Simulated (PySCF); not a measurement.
# Mg (magnesium, neutral) across methods

[Ne] 3p2, high-spin 3P determinant (an excited configuration). Calculation: PySCF 2.14, in aug-cc-pVDZ; no relativity, point nucleus. The B2PLYP total includes its PT2 part (frozen core); its orbital energies are those of the SCF part.

| method | E (hartree) | mean ε 2p α (eV) | mean ε 2p β (eV) | mean ε 3p α (eV) | Σ⟨r²⟩ (bohr²) | ⟨S²⟩ |
| --- | --- | --- | --- | --- | --- | --- |
| BP86 | -199.8495 | -50.441 | -50.328 | -3.096 | 40.88 | 2.000 |
| UHF | -199.37730 | -66.131 | -65.894 | -4.834 | 44.49 | 2.000 |
| B2PLYP | -199.7035 | -58.912 | -58.734 | -3.917 | 42.36 | 2.000 |
| PBE0 | -199.7254 | -54.484 | -54.322 | -3.572 | 41.35 | 2.000 |
| TPSSh | -199.8440 | -52.342 | -52.209 | -3.215 | 41.26 | 2.000 |
| BHandHLYP | -199.8176 | -58.693 | -58.525 | -3.867 | 41.95 | 2.000 |
| r2SCAN | -199.8071 | -51.780 | -51.671 | -3.109 | 41.16 | 2.000 |
| PBE | -199.7113 | -50.241 | -50.110 | -3.028 | 40.77 | 2.000 |

**Question.** Estimate the same row for LDA.

**Answer.** E (hartree) = -198.8814; mean ε 2p α (eV) = -50.313; mean ε 2p β (eV) = -50.183; mean ε 3p α (eV) = -3.002; Σ⟨r²⟩ (bohr²) = 40.97; ⟨S²⟩ = 2.000.
